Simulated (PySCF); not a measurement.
Al2(mu-F)2(H)4, H4Al2F2, singlet, PBE0/def2-SVP optimised geometry. Atoms within 1.6 Å of the plane z = 1.2 Å (x, y, z in Å): Al1 (1.42, 0.00, 0.00), Al2 (-1.42, 0.00, 0.00), F3 (0.00, -1.18, 0.00), H5 (2.10, 0.00, 1.42), F6 (0.00, 1.18, 0.00), H8 (-2.10, 0.00, 1.42).

Level of theory: PySCF with PBE0/def2-TZVP.

Map of the Laplacian of the electron density (e/bohr⁵) on the plane z = 1.2 Å:

```
|99999999999999999999999999999|
|99999999999999999999999999999|
|99999999999999999999999999999|
|99999999999999999999999999999|
|99999999999999999999999999999|
|99999999999999999999999999999|
|99999999999999999999999999999|
|99999999999999999999999999999|
|99999999999999999999999999999|
|99999999999999999999999999999|
|99999999999999999999999999999|
|99999999999999999999999999999|
|99999999999999999999999999999|
|99999768999999999999986799999|
|99999307999999999999970399999|
|99999768999999999999986799999|
|99999999999999999999999999999|
|99999999999999999999999999999|
|99999999999999999999999999999|
|99999999999999999999999999999|
|99999999999999999999999999999|
|99999999999999999999999999999|
|99999999999999999999999999999|
|99999999999999999999999999999|
|99999999999999999999999999999|
|99999999999999999999999999999|
|99999999999999999999999999999|
|99999999999999999999999999999|
|99999999999999999999999999999|
```
Scale: ten equal steps from -1.21 (start of '0') to 0.063 (end of '9'), in the order '0123456789'; x runs from -3.50 to 3.50, y from -3.50 (bottom) to 3.50 (top).
